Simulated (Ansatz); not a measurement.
BGeH₉Si₂ (`[BH2][GeH2][SiH2][SiH3]`), relaxed with RKS PBE-D4/def2-SVP in the Gaussian-basis code of Ansatz from a rough embedded geometry. The force threshold is 0.03 eV/Å; the program also tests the step.

Charge 0, multiplicity 1.

Start:

```xyz
13

B    -1.891    0.768    1.035
Ge   -0.077    0.236    1.600
Si    0.806   -1.046   -0.071
Si    0.864    0.037   -1.971
H    -2.571    1.478    1.802
H    -2.396    0.429    0.053
H    -0.107   -0.600    2.922
H     0.827    1.469    1.818
H    -0.005   -2.330   -0.250
H     2.199   -1.454    0.254
H     1.593    1.297   -1.834
H    -0.573    0.425   -2.319
H     1.331   -0.711   -3.038
```

How much energy does the relaxation release, and in how many steps? (Best estimate.)

Ansatz gave: 0.59 eV, in 3 steps.

Which bonds change most? (An estimate is asked.)

The calculation gave: Si3–Si4 from 2.188 to 2.352 Å; Si4–H13 from 1.384 to 1.507 Å; Ge2–Si3 from 2.284 to 2.394 Å; B1–Ge2 from 1.973 to 2.068 Å.

Give the relaxed structure. (An estimate is asked.)

Ansatz gave: 
```xyz
13

B    -2.030    0.828    1.162
Ge   -0.111    0.218    1.631
Si    0.890   -1.140   -0.069
Si    0.877    0.058   -2.092
H    -2.655    1.519    1.943
H    -2.566    0.515    0.118
H    -0.130   -0.546    2.991
H     0.779    1.474    1.882
H     0.064   -2.392   -0.238
H     2.295   -1.553    0.287
H     1.682    1.323   -1.948
H    -0.541    0.438   -2.432
H     1.446   -0.743   -3.234
```
